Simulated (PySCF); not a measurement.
# Shapes and spin states of TiH₂

Level of theory: PBE0 in PySCF with Ti def2-TZVP, H def2-TZVP; no relativity; density-fitted integrals.

Relaxations began from a few typed shapes and spin states; open shells are unrestricted. The search is not exhaustive: other isomers or separated fragments can lie lower, and high-lying points may rest on an excited occupation.

```
                                                 spin  group              bonds         angles  imaginary modes (cm⁻¹)  ΔE (kJ/mol)  ΔE with ZPE (kJ/mol)
                                              triplet    C2v  Ti–H 1.757 Å (×2)  H–Ti–H 122.2°                    none          0.0                   0.0
                   broken-symmetry Ms = 0 (⟨S²⟩ 1.00)    C2v  Ti–H 1.749 Å (×2)  H–Ti–H 120.8°                    none         39.5                  39.7
                                              triplet    D∞h  Ti–H 1.833 Å (×2)  H–Ti–H 180.0°              643i, 643i         41.0                     –
                   broken-symmetry Ms = 0 (⟨S²⟩ 1.00)    C2v  Ti–H 1.752 Å (×2)  H–Ti–H 123.1°                    none         42.7                  42.9
                   broken-symmetry Ms = 0 (⟨S²⟩ 1.00)    C2v  Ti–H 1.751 Å (×2)  H–Ti–H 122.1°                    none         52.6                  52.8
singlet (closed shell, unstable to spin polarisation)    C2v  Ti–H 1.706 Å (×2)  H–Ti–H 113.1°                    none        130.5                 131.6
singlet (closed shell, unstable to spin polarisation)    D∞h  Ti–H 1.847 Å (×2)  H–Ti–H 180.0°              446i, 446i        170.8                     –
singlet (closed shell, unstable to spin polarisation)    C2v  Ti–H 1.758 Å (×2)  H–Ti–H 135.1°                    none        181.5                 182.4
```

The lowest minimum found is the triplet C2v: Ti–H 1.757 Å (×2); H–Ti–H 122.2°.

Starts that fell apart ended at 93 kJ/mol on the same scale (coarser grid).

Formally Ti is in oxidation state +2, d2, with 2 unpaired electrons (the high-spin count). The Mulliken spin on Ti is 2.19. The polar-tensor charge on Ti, 0.93, is far below the formal one.

For the lowest minimum: open d and f shells are described by one determinant, and the ground state may have another occupation or spin.

The electron or spin density has lower symmetry than the nuclear frame for the broken-symmetry Ms = 0 (⟨S²⟩ 1.00) C2v at 39.5 kJ/mol, singlet (closed shell, unstable to spin polarisation) D∞h at 170.8 kJ/mol.
